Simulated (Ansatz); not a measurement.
Input for Ansatz (a first-principles code): U-CAM-B3LYP/def2-TZVPP on O (SMILES [O]).

Ansatz 0.2 input:
```yaml
crystal:
  periodic: [false, false, false]
  atoms:
    - {symbol: O, position_ang: [0.00000000, 0.00000000, 0.00000000]}
basis:
  gaussian:
    orbitals: def2-TZVPP
hamiltonian:
  xc: {name: CAM-B3LYP}
magnetization: {spin_polarized: true, initial_magnetization: 2}
```

**Question.** Give the final energy of this run.

**Answer.** -75.0733 hartree.
